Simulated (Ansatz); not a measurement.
Mo₄⁺. Total charge 1; doublet. Geometry PBE-D4/def2-SVP.

```tsv
atom	x (Å)	y (Å)	z (Å)
Mo1	0.663	-1.227	0.671
Mo2	-1.368	-0.598	0.413
Mo3	-0.404	1.493	-0.056
Mo4	1.109	0.332	-1.028
```

In the def2 sets Mo takes a core potential; there is no spin–orbit coupling. B3LYP takes the VWN-RPA correlation. At r2SCAN-D4/def2-TZVP, B3LYP-D4/def2-TZVP, PBE0-D4/def2-TZVP, ωB97M-V/def2-TZVP the charge 1 doublet is spin-contaminated (final ⟨S²⟩ up to 3.20, 0.75 for a pure state). Another isomer (doublet) lies 0.16 eV lower at PBE0-D4/def2-TZVP; other spin states weren't run for this one.

Question: Estimate the α-spin orbital energies around the gap (eV) in Ansatz with PBE-D4/def2-TZVP, r2SCAN-D4/def2-TZVP, B3LYP-D4/def2-TZVP, PBE0-D4/def2-TZVP, ωB97M-V/def2-TZVP.

Answer: 
```json
{"orbital": "HOMO−9", "PBE-D4/def2-TZVP": "-10.99", "r2SCAN-D4/def2-TZVP": "-11.15", "B3LYP-D4/def2-TZVP": "-11.83", "PBE0-D4/def2-TZVP": "-12.09", "ωB97M-V/def2-TZVP": "-14.20"}
{"orbital": "HOMO−8", "PBE-D4/def2-TZVP": "-10.55", "r2SCAN-D4/def2-TZVP": "-10.71", "B3LYP-D4/def2-TZVP": "-11.26", "PBE0-D4/def2-TZVP": "-11.56", "ωB97M-V/def2-TZVP": "-13.70"}
{"orbital": "HOMO−7", "PBE-D4/def2-TZVP": "-10.33", "r2SCAN-D4/def2-TZVP": "-10.48", "B3LYP-D4/def2-TZVP": "-10.97", "PBE0-D4/def2-TZVP": "-11.25", "ωB97M-V/def2-TZVP": "-13.27"}
{"orbital": "HOMO−6", "PBE-D4/def2-TZVP": "-10.15", "r2SCAN-D4/def2-TZVP": "-10.32", "B3LYP-D4/def2-TZVP": "-10.81", "PBE0-D4/def2-TZVP": "-11.08", "ωB97M-V/def2-TZVP": "-13.15"}
{"orbital": "HOMO−5", "PBE-D4/def2-TZVP": "-10.05", "r2SCAN-D4/def2-TZVP": "-10.16", "B3LYP-D4/def2-TZVP": "-10.70", "PBE0-D4/def2-TZVP": "-10.98", "ωB97M-V/def2-TZVP": "-13.04"}
{"orbital": "HOMO−4", "PBE-D4/def2-TZVP": "-9.88", "r2SCAN-D4/def2-TZVP": "-9.99", "B3LYP-D4/def2-TZVP": "-10.60", "PBE0-D4/def2-TZVP": "-10.91", "ωB97M-V/def2-TZVP": "-12.96"}
{"orbital": "HOMO−3", "PBE-D4/def2-TZVP": "-9.73", "r2SCAN-D4/def2-TZVP": "-9.88", "B3LYP-D4/def2-TZVP": "-10.40", "PBE0-D4/def2-TZVP": "-10.74", "ωB97M-V/def2-TZVP": "-12.80"}
{"orbital": "HOMO−2", "PBE-D4/def2-TZVP": "-9.63", "r2SCAN-D4/def2-TZVP": "-9.79", "B3LYP-D4/def2-TZVP": "-10.30", "PBE0-D4/def2-TZVP": "-10.63", "ωB97M-V/def2-TZVP": "-12.56"}
{"orbital": "HOMO−1", "PBE-D4/def2-TZVP": "-8.62", "r2SCAN-D4/def2-TZVP": "-9.03", "B3LYP-D4/def2-TZVP": "-9.45", "PBE0-D4/def2-TZVP": "-9.84", "ωB97M-V/def2-TZVP": "-11.81"}
{"orbital": "HOMO", "PBE-D4/def2-TZVP": "-8.20", "r2SCAN-D4/def2-TZVP": "-8.02", "B3LYP-D4/def2-TZVP": "-8.53", "PBE0-D4/def2-TZVP": "-8.45", "ωB97M-V/def2-TZVP": "-10.05"}
{"orbital": "LUMO", "PBE-D4/def2-TZVP": "-7.36", "r2SCAN-D4/def2-TZVP": "-7.28", "B3LYP-D4/def2-TZVP": "-6.83", "PBE0-D4/def2-TZVP": "-6.75", "ωB97M-V/def2-TZVP": "-4.89"}
{"orbital": "LUMO+1", "PBE-D4/def2-TZVP": "-7.25", "r2SCAN-D4/def2-TZVP": "-6.95", "B3LYP-D4/def2-TZVP": "-6.55", "PBE0-D4/def2-TZVP": "-6.00", "ωB97M-V/def2-TZVP": "-4.14"}
{"orbital": "LUMO+2", "PBE-D4/def2-TZVP": "-7.19", "r2SCAN-D4/def2-TZVP": "-6.60", "B3LYP-D4/def2-TZVP": "-6.35", "PBE0-D4/def2-TZVP": "-5.76", "ωB97M-V/def2-TZVP": "-3.80"}
{"orbital": "LUMO+3", "PBE-D4/def2-TZVP": "-6.81", "r2SCAN-D4/def2-TZVP": "-6.56", "B3LYP-D4/def2-TZVP": "-6.05", "PBE0-D4/def2-TZVP": "-5.76", "ωB97M-V/def2-TZVP": "-3.79"}
{"orbital": "LUMO+4", "PBE-D4/def2-TZVP": "-6.56", "r2SCAN-D4/def2-TZVP": "-6.29", "B3LYP-D4/def2-TZVP": "-5.92", "PBE0-D4/def2-TZVP": "-5.54", "ωB97M-V/def2-TZVP": "-3.64"}
{"orbital": "LUMO+5", "PBE-D4/def2-TZVP": "-6.42", "r2SCAN-D4/def2-TZVP": "-6.24", "B3LYP-D4/def2-TZVP": "-5.75", "PBE0-D4/def2-TZVP": "-5.52", "ωB97M-V/def2-TZVP": "-3.52"}
{"orbital": "β HOMO", "PBE-D4/def2-TZVP": "-8.46", "r2SCAN-D4/def2-TZVP": "-8.69", "B3LYP-D4/def2-TZVP": "-9.12", "PBE0-D4/def2-TZVP": "-9.57", "ωB97M-V/def2-TZVP": "-11.63"}
{"orbital": "β LUMO", "PBE-D4/def2-TZVP": "-7.73", "r2SCAN-D4/def2-TZVP": "-7.36", "B3LYP-D4/def2-TZVP": "-7.03", "PBE0-D4/def2-TZVP": "-6.63", "ωB97M-V/def2-TZVP": "-5.20"}
```
